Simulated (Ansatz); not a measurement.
Calculated with Ansatz (gas phase, PBE0-D4/def2-TZVP geometries, no zero-point term in ΔE). CCSD(T)/CBS is the MP2 limit (def2-TZVPP, def2-QZVPP) plus CCSD(T) − MP2 in def2-TZVPP, frozen cores. This one scheme is used for every species. DFT in def2-TZVPP. Elements past krypton have def2 core potentials. For Br, In outer-core shells are correlated without core-valence functions, which leaves a few kJ/mol of doubt a bond. Scalar relativity is left out up to krypton. Each species was taken in one conformer, which may not be the lowest.

Reaction (substitution at a C–N bond): `C[N](C)[AlH2]` + `[OH][In]([OH])[Br]` → `C[O][In]([OH])[Br]` + `C[NH][AlH2]`

`C[N](C)[AlH2]`:

Cartesian coordinates in Å:
```
C -1.306 0.323 0.382
N 0.037 0.039 -0.062
C 0.661 -1.008 0.709
Al 0.830 0.882 -1.405
H -1.753 1.119 -0.219
H -1.953 -0.562 0.304
H -1.324 0.644 1.433
H 1.675 -1.202 0.351
H 0.095 -1.949 0.644
H 0.724 -0.742 1.774
H 0.002 2.009 -2.148
H 2.311 0.448 -1.765
```

`[OH][In]([OH])[Br]`:

Cartesian coordinates in Å:
```
O 0.227 -1.647 0.248
In -0.274 0.234 -0.068
O 1.155 1.582 -0.053
Br -2.592 0.887 -0.466
H -0.529 -2.239 0.224
H 2.013 1.182 0.115
```

`C[O][In]([OH])[Br]`:

Cartesian coordinates in Å:
```
C 0.877 1.399 -0.353
O 0.821 0.010 -0.131
In -0.847 -0.952 0.270
O -0.762 -2.885 0.602
Br -2.956 0.279 0.323
H 1.400 1.595 -1.295
H 1.435 1.886 0.455
H -0.109 1.877 -0.413
H 0.141 -3.210 0.542
```

`C[NH][AlH2]`:

```xyz
9

C    -0.080    0.284    1.243
N     0.555   -0.018   -0.022
Al   -0.203   -0.355   -1.583
H     0.199    1.273    1.624
H     0.165   -0.452    2.018
H    -1.166    0.278    1.122
H     1.562   -0.024    0.054
H     0.753   -0.654   -2.810
H    -1.786   -0.332   -1.646
```

```json
{"level": "B2PLYP", "ΔE (kJ/mol)": "31.3"}
{"level": "CCSD/def2-TZVPP", "ΔE (kJ/mol)": "32.8"}
{"level": "SCS-MP2/def2-QZVPP", "ΔE (kJ/mol)": "34.4"}
{"level": "HF/CBS(def2)", "ΔE (kJ/mol)": "22.0"}
```

(1) What does CCSD(T)/CBS give? (An estimate is asked.)

Largest T1 diagnostic among the species: 0.015.

Results:

(1) Computed: +33.8 kJ/mol. The listed levels differ from it by -2.5, -1.0, 0.6, -11.8 kJ/mol.

In def2-TZVPP, CCSD(T) changes the Hartree–Fock value by +11.6 kJ/mol (the triples alone add +1.3 kJ/mol) and MP2 by +16.6 kJ/mol.
